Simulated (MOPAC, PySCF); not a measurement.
System: AlF2, doublet: symmetric bend, bond length relaxed. Scanned: F-Al-F angle. Other coordinates (Al-F bond length) were minimised at B3LYP/def2-TZVP.

Methods: UKS-B3LYP/6-31G* = unrestricted B3LYP/6-31G*, spherical d (PySCF); PM6, unrestricted, heats of formation (MOPAC); UKS-M06-2X/6-31G* = PySCF with unrestricted M06-2X/6-31G*, spherical d; CCSD(T) on UHF/cc-pVTZ, 7 core orbitals frozen (PySCF).

Energies relative to the lowest point of each profile, in kcal/mol; the last columns give the difference from CCSD(T):

```csv
a / °,UKS-B3LYP/6-31G*,PM6,UKS-M06-2X/6-31G*,CCSD(T),UKS-B3LYP/6-31G* − CCSD(T),PM6 − CCSD(T),UKS-M06-2X/6-31G* − CCSD(T)
180,15.15,20.48,15.38,17.15,-2.00,3.33,-1.77
170,14.01,17.87,14.43,15.68,-1.67,2.19,-1.24
160,11.05,12.77,11.67,12.05,-1.00,0.73,-0.38
150,7.29,7.71,7.86,7.73,-0.45,-0.03,0.12
140,3.72,3.63,4.14,3.87,-0.14,-0.24,0.28
130,1.09,0.96,1.33,1.13,-0.04,-0.17,0.20
120,0.00,0.00,0.00,0.00,0.00,0.00,0.00
110,1.09,1.06,0.93,0.99,0.10,0.07,-0.06
100,4.99,4.27,4.73,4.88,0.11,-0.61,-0.15
90,12.67,9.77,12.39,12.79,-0.12,-3.02,-0.39
80,26.12,18.75,26.17,26.79,-0.68,-8.04,-0.63
```

UKS-B3LYP/6-31G* is furthest from CCSD(T) at 180 (-2.00 kcal/mol, below); its mean absolute difference over the points is 0.57 kcal/mol.

PM6 is furthest from CCSD(T) at 80 (-8.04 kcal/mol, below); its mean absolute difference over the points is 1.67 kcal/mol.

UKS-M06-2X/6-31G* is furthest from CCSD(T) at 180 (-1.77 kcal/mol, below); its mean absolute difference over the points is 0.48 kcal/mol.
